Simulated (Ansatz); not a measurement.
```yaml
crystal:
  periodic: [false, false, false]
  atoms:
    - {symbol: Ga, position_ang: [0.636506, 1.230825, -0.022737]}
    - {symbol: Cl, position_ang: [2.836967, 1.143434, 0.153721]}
    - {symbol: Cl, position_ang: [-0.325469, 3.004235, 0.000832]}
    - {symbol: Si, position_ang: [-0.569965, -0.938914, 0.106219]}
    - {symbol: H, position_ang: [-1.886010, -0.820952, 0.678221]}
    - {symbol: H, position_ang: [0.188785, -2.027755, 0.707651]}
    - {symbol: H, position_ang: [-0.758377, -1.611857, -1.460370]}
basis:
  gaussian: {orbitals: def2-SVPD}
total_charge: 1
magnetization: {spin_polarized: true, initial_magnetization: 1}
hamiltonian: {xc: {name: B2PLYP}}
scf: {omitted_lower_state_checks: [starts]}
```

```sh
$ ansatz run in.yaml --threads 4 --pin off --events-out ev --progress --plain --max-ram 3916MiB
```

Shortened log:

```
Functional definition: B2PLYP
1318 factors; integrals over basis functions are off by at most 1.0e-3 eV
mean field evaluation 1: about -85295.5763 eV, gradient 2.3e1 eV
mean field evaluation 2: about -85295.6036 eV, gradient 2.3e1 eV
mean field evaluation 4: about -85298.5943 eV, gradient 3.0e0 eV
mean field evaluation 8: about -85298.6688 eV, gradient 2.1e-1 eV
mean field evaluation 16: about -85298.6707 eV, gradient 1.3e-2 eV
mean field evaluation 32: about -85298.6708 eV, gradient 4.3e-5 eV
mean field -85298.67075703 eV, -3134.6683328052 hartree, gradient 1.0e-5 eV, S^2 0.767456; 0 other end points of the search recorded, 0 dependent functions left out
24 core orbitals not correlated: weight in the atoms' cores, before any rotation towards them, 1.000 or more for the frozen orbitals, at most 0.000 for the correlated occupied ones
reference -85298.67094153 eV, -3134.6683395855 hartree; 17, 16 occupied and 99, 100 virtual orbitals, 1318 factors
second order -20.04625169 eV of doubles, -0.00000000 eV of singles
Total energy: -85304.08342949 eV, -3134.8672448492 hartree
Checks for a lower state left out: starts
```

It took 8 s on 4 threads of Arm Neoverse V1 on a shared host.

Correlated methods freeze 24 core orbitals; core or outer-core shells of Ga are correlated, in sets that lack core-valence functions.
